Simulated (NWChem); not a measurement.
Ionisation of AlP

SMILES: [Al]=[P]
```xyz
2

Al     0.0000     0.0000     1.1825
P      0.0000     0.0000    -1.0249
```
Charge 0, spin multiplicity 3.

All runs are NWChem calculations. All single points use one geometry, from UPBE0/def2-SVP, a minimum by its harmonic frequencies.

Basis set: def2-TZVP. The species with one electron less has spin multiplicity 4 and keeps the geometry of the parent. Δ marks differences of total energies (open shells unrestricted). −ε marks an orbital energy of the parent. That orbital need not have the symmetry of the hole or added electron in the Δ rows.

B3LYP has NWChem's definition, with VWN1-RPA local correlation. This spin state was chosen for the runs; another may lie lower. The structure started from a generated list of species. The unpaired electrons of the parent sit in orbitals of symmetry a1 and b2 (C2v labels of the run); other states weren't searched. The stability of the SCF solutions was not checked. Open-shell Hartree-Fock references start from PBE0 orbitals.

Question: For the first vertical ionisation energy, −ε(beta HOMO) of B3LYP gives 5.60 eV and −ε(beta HOMO) of M06-2X gives 6.51 eV. What do −ε(beta HOMO) of PBE, −ε(beta HOMO) of HF, ΔB3LYP give?

Answer: −ε(beta HOMO) of PBE: 4.93 eV; −ε(beta HOMO) of HF: 7.59 eV; ΔB3LYP: 7.84 eV.
